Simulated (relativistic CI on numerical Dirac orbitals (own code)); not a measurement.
**Spin-allowed bands of a d3 ion in an octahedral site, by hand**

Problem. A d3 ion in an octahedral site has a 4A2 ground term and spin-allowed bands at ν1 = 19050 and ν2 = 28190 cm⁻¹ (from a computed ligand-field model). Find Δ and the Racah parameter B, and predict the third band.

Working.
1. The F term splits into A2 (−1.2Δ), T2 (−0.2Δ) and T1 (+0.6Δ), so ν1 = E(T2) − E(A2) = Δ = 19050 cm⁻¹.
2. T1(F) mixes with T1(P), which lies at 15B, through an element 0.4Δ. The two roots, counted from A2, are ν2,3 = ½(15B + 3Δ) ∓ ½√[(15B − Δ)² + 12BΔ].
3. Solving the lower root for B gives B = (2ν1² + ν2² − 3ν1ν2)/(15ν2 − 27ν1) = -90577400/-91500 = 990 cm⁻¹.
4. The sum of the roots is 15B + 3Δ, so ν3 = 15B + 3ν1 − ν2 = 43809 cm⁻¹ (228 nm).

Check. The bands were computed by exact diagonalisation of the d3 shell with B = 990 and Δ = 19050 cm⁻¹, which gives ν3 = 43810 cm⁻¹. C does not enter the terms of highest spin.
